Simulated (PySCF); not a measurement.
H$_{2}$AlClOSe (SMILES [OH][Al]([Cl])[SeH]), singlet, geometry from GFN2-xTB (such geometries of metal compounds can be far from the true shape). Base run: DF-CAMB3LYP/def2-SV(P) in PySCF.

Here is a job for PySCF.
```python
from pyscf import gto, scf, dft

mol = gto.M(
    atom='''
Al   -0.40738789    0.63076581   -0.20618663
Cl   -2.27157806    0.03061042   -0.72542990
O     0.07272654    2.19932282   -0.24451974
H     0.31017789    3.11444801   -0.28043635
Se    1.20109611   -0.87039816    0.48751615
H     2.18361170    0.16417418    0.67377957
''',
    basis='def2-sv(p)',
    verbose=4,
    max_memory=1800,
)

mf = dft.RKS(mol)
mf.xc = 'camb3lyp'
mf = mf.density_fit(auxbasis='def2-universal-jkfit')
mf.kernel()
```

The job was repeated with other settings on one machine. Differences are taken from the largest basis of the def2 family in the series, which isn't the basis-set limit (def2-QZVPP: -3181.042333 Eh). The cheapest run took about 11 core-seconds (a rough figure).

```
setting     basis functions  cost, times the cheapest (rough)  difference in total energy (mEh)
----------  ---------------  --------------------------------  --------------------------------
def2-SVP                 92                                 1                            725.75
def2-SV(P)               86                                 1                            739.80
def2-TZVP               165                                 2                             82.58
def2-TZVPP              191                                 3                             80.03
def2-QZVP               332                                 4                              0.09
def2-QZVPP              346                                 5                         reference
```

Times come from a shared machine, hold the start-up and are rough. Total energies converge more slowly with the basis than energy differences do.
